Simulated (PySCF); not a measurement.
**Input and output**

[TlH]2+ (singlet). PySCF 2.14.0, RKS CAM-B3LYP, Tl def2-SVP with ECP60, H def2-SVP; non-relativistic Hamiltonian with scalar-relativistic core potentials where named; density fitting; no spin-orbit coupling. Purpose: singlet excitations, Tamm-Dancoff CAM-B3LYP.

```python
mol = gto.M(atom='''
Tl     0.00000    -0.00000     0.08652
H      0.00000     0.00000     1.86421''',
    basis={'Tl': 'def2-SVP', 'H': 'def2-SVP'},
    ecp={'Tl': 'def2-SVP'},
    charge=2, spin=0)
mf = dft.RKS(mol, xc='CAMB3LYP')
mf.grids.atom_grid = (50, 194)
mf = mf.density_fit()  # fitting sets: Tl def2-universal-JKFIT, H def2-universal-JKFIT
mf.conv_tol = 1e-08; mf.max_cycle = 55
mf.kernel(dm0)  # dm0: converged density of the relaxed state
td = mf.TDA(); td.nstates = 8; td.kernel()
```

Run from Python with OMP_NUM_THREADS=2; the lines above give its settings. Where DIIS fails, smearing, a level shift and second-order steps follow.
It took 1.2 s on 2 threads of Arm Neoverse V2, on a shared host, from an already converged density.

Q: Where do the frontier levels lie, over both spins?

A: HOMO -28.02 eV, LUMO -18.56 eV. 

Q: What are the Mulliken charges and spins?

A: 
```json
{"atom": "Tl1", "charge (e)": "1.521", "spin (e)": "0.000"}
{"atom": "H2", "charge (e)": "0.479", "spin (e)": "0.000"}
```

Q: Which singlet excitations follow (Tamm-Dancoff, 8 states)?

A: 
```tsv
state	eV	oscillator strength
1	7.85	0.6093
2	11.57	0.3530
3	11.57	0.3530
4	11.73	0.0000
5	11.73	0.0000
6	12.32	0.3000
7	12.32	0.3000
8	13.63	0.5234
```

The geometry was relaxed with r2SCAN (Tl def2-SVP with ECP60, H def2-SVP).
